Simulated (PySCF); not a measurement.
# Reading the logs of faulty runs: B2H7NSi

Calculated results; nothing here was measured. They come from PySCF 2.14.0, an open-source quantum chemistry program, on an isolated molecule that a program drew, which may never have been made. The molecule is B2H7NSi (charge 0, singlet), drawn as the SMILES string `BBN[SiH3]`.

Each row is a Hartree-Fock (HF) and frozen-core CCSD(T) single point in the cc-pV(D+d)Z basis, meant for a local HF minimum. Run 1 is clean. Each other run has one planted mistake out of seven kinds, and not every kind appears here: one electron removed, one electron added, multiplicity raised by two, geometry at a saddle point, minimal basis STO-3G, one bond length entered in bohr, all coordinates scaled. The reference is restricted for singlets and unrestricted otherwise, and also for a bond in bohr. Adding or removing an electron swaps singlet and doublet. Electrons count all cores. HOMO and LUMO are orbital energies over both spins, the gradient is its largest component, and the lowest frequency (negative if imaginary) is given only where the gradient is small. Bond lengths are over the 10 bonds as drawn. T1 is the CCSD diagnostic: over 0.02 (restricted) or 0.045 (unrestricted) a single reference is doubtful.

Geometry of the clean run:
```xyz
11
B2H7NSi, angstrom
B    -0.7151   -1.2566   -2.4339
B    -0.2584   -0.1128   -1.2552
N     0.4584   -0.3917   -0.0690
Si    0.9569    0.7260    1.1770
H    -1.7791   -1.8205   -2.3968
H    -0.0161   -1.5100   -3.3820
H    -0.5729    1.0407   -1.4459
H     0.7177   -1.3496    0.0861
H     0.5011    2.0765    0.8011
H     0.3752    0.3394    2.4838
H     2.4309    0.7115    1.3276
```

```
run  electrons  basis functions  <S^2>  HOMO (eV)  LUMO (eV)  gradient (hartree/bohr)  lowest frequency (cm^-1)  mean bond (Å)  longest bond (Å)      T1  HF (hartree)  CCSD(T) (hartree)                          mistake
  1         38              100  0.000     -11.02       2.05                  1.8e-05                        46         1.3927             1.747  0.0131    -396.85521         -397.36378                         no fault
  2         38              100  0.798      -8.83       1.86                  1.3e-02                         -         1.5246             2.800  0.0484    -396.74095         -397.24174  one bond length entered in bohr
  3         37              100  0.764     -16.36      -8.14                  1.2e-01                         -         1.3927             1.747  0.0208    -396.50290         -396.99338             one electron removed
  4         38              100  2.013      -7.05      -0.79                  6.7e-02                         -         1.3927             1.747  0.0188    -396.71684         -397.22097                                ?
  5         39              100  0.760       0.25       7.53                  3.6e-02                         -         1.3927             1.747  0.0162    -396.81043         -397.34083                                ?
```

**Which mistake was planted in run 4, and what did it cost?**

Electrons, basis and geometry are unchanged, and <S^2> is 2.013, beside S(S+1) = 2.00 for a multiplicity of 3. So the mistake is: multiplicity raised by two. Subtracting run 1 and multiplying by 627.51 kcal/mol a hartree, the energy moved by 86.8 kcal/mol in HF and 89.6 kcal/mol in CCSD(T).

**Which mistake was planted in run 5, and what did it cost?**

It counts 39 electrons, one more than the clean run, at the same geometry and basis. So the mistake is: one electron added. Subtracting run 1 and multiplying by 627.51 kcal/mol a hartree, the energy moved by 28.1 kcal/mol in HF and 14.4 kcal/mol in CCSD(T).

Cautions from the logs. Run 2: T1 is over the limit, so its CCSD(T) energy is less reliable; run 5: the HOMO is above zero, so the electron isn't bound and the energy depends on the basis.
